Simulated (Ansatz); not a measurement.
Input for Ansatz (an electronic-structure program): R-wB97X-V/def2-TZVPP on F6HSb. Elements past Kr take the def2 small-core potentials; no spin–orbit coupling.

Ansatz 0.2 input:
```yaml
crystal:
  periodic: [false, false, false]
  atoms:
    - {symbol: Sb, position_ang: [-0.14341067, -0.00000000, 0.54550316]}
    - {symbol: F, position_ang: [1.69072280, 0.00000000, 0.08421316]}
    - {symbol: F, position_ang: [-1.99006063, 0.00000000, 0.25528519]}
    - {symbol: F, position_ang: [-0.12960115, 1.85692054, 0.29452544]}
    - {symbol: F, position_ang: [-0.12960115, -1.85692054, 0.29452544]}
    - {symbol: F, position_ang: [-0.04215854, -0.00000000, 2.40199717]}
    - {symbol: F, position_ang: [-0.08324491, -0.00000000, -1.82758750]}
    - {symbol: H, position_ang: [0.82735425, 0.00000000, -2.04886205]}
basis:
  gaussian:
    orbitals: def2-TZVPP
hamiltonian:
  xc: {name: wB97X-V}
scf: {lower_state_search: off}
```

Program output:

```
WARN ansatz: RAYON_NUM_THREADS=4 ignored (pool sized by the plan → 4); use --threads N
Functional definition: wB97X-V
these checks for a lower state are left out or cut short: stability, starts, cluster_reference, orbital_swaps, neighbouring_geometries, increment
integrals: 0.26 GiB planned
1431 factors; their error is unknown
integrals: 0.30 GiB planned
262 factors; integrals over basis functions are off by at most 6.6e-6 eV
mean field: 2.15 GiB planned
mean field evaluation 1: about -22851.9650 eV, gradient 7.1e1 eV
mean field evaluation 2: about -22850.5690 eV, gradient 8.4e1 eV
mean field evaluation 4: about -22859.3113 eV, gradient 1.7e0 eV
mean field evaluation 8: about -22859.4604 eV, gradient 8.9e-2 eV
mean field evaluation 16: about -22859.4604 eV, gradient 1.8e-5 eV
mean field -22859.46037800 eV, -840.0696741928 hartree, gradient 3.5e-6 eV, S^2 0.000000; 0 other end points of the search recorded, 0 dependent functions left out
reference -22859.46037613 eV, -840.0696741240 hartree; 39, 39 occupied and 211, 211 virtual orbitals, 1431 factors
Total energy: -22859.46037613 eV, -840.0696741240 hartree
Checks for a lower state left out: stability, starts, cluster_reference, orbital_swaps, neighbouring_geometries, increment
```

The run converged.

Cost: roughly 16 core-seconds.
